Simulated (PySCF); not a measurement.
Delta-SCF ions had no search for a lower state. Excitations are Tamm–Dancoff values on a coarser integration grid. The basis has no diffuse functions, so Rydberg states are missing or too high.

Cartesian coordinates (Å):
```xyz
10

B      1.6178    -0.4572    -0.1520
B      0.3563     0.1815     0.6761
C     -1.0816     0.4401     0.1283
O     -1.3733     0.0596    -1.2246
H      2.3982     0.2377    -0.7328
H      1.8371    -1.6330    -0.1934
H      0.5284     0.5078     1.8204
H     -1.8294     0.0218     0.8220
H     -1.2514     1.5241     0.1763
H     -1.2021    -0.8824    -1.3203
```
Charge 0, multiplicity 1.

### Question
Predict the LUMO, dipole moment, S1 excitation (TDA), vertical ionisation energy (Delta-SCF), S1–T1 gap (TDA), HOMO, S1 oscillator strength and HOMO–LUMO gap from M06-2X/def2-TZVP // B3LYP-D3(BJ)/def2-TZVP run with PySCF.

### Answer

```yaml
LUMO: -0.89 eV
dipole_moment: 1.48 D
S1 excitation (TDA): 4.73 eV
vertical ionisation energy (Delta-SCF): 10.35 eV
S1–T1 gap (TDA): 0.62 eV
HOMO: -9.23 eV
S1 oscillator strength: 0.004
HOMO–LUMO gap: 8.35 eV
```
